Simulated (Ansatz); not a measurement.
Basis-set extrapolation for C12H8S (`c1ccc2c(c1)sc1ccccc12`) (PBE0-D4/def2-TZVP geometry, frozen core, Ansatz 0.2.0). Multiplicity 1, RHF reference.

|  | def2-TZVPP | def2-QZVPP |
| --- | --- | --- |
| HF | -856.801176 | -856.830466 |
| MP2 correlation | -2.040921 | -2.173634 |
| CCSD(T) correlation | -2.185769 | not run |

Energies in hartree. Use E(X) = E(∞) + A·exp(−7.88·√X) for Hartree–Fock and E(X) = E(∞) + B·X^(−2.97) for correlation, with X = 3 and 4, and add CCSD(T) minus MP2 of the smaller set to the MP2 limit.

Question: What is the CCSD(T) energy at the basis-set limit?

Answer: HF limit: -856.830466 + (-0.029290) × 0.13774 = -856.83450. MP2 limit: -2.173634 + (-0.132713) × 0.74074 = -2.27194. Higher-order term: -2.185769 − (-2.040921) = -0.14485. Total: -859.25129 hartree, 7.19 eV below CCSD(T)/def2-TZVPP.
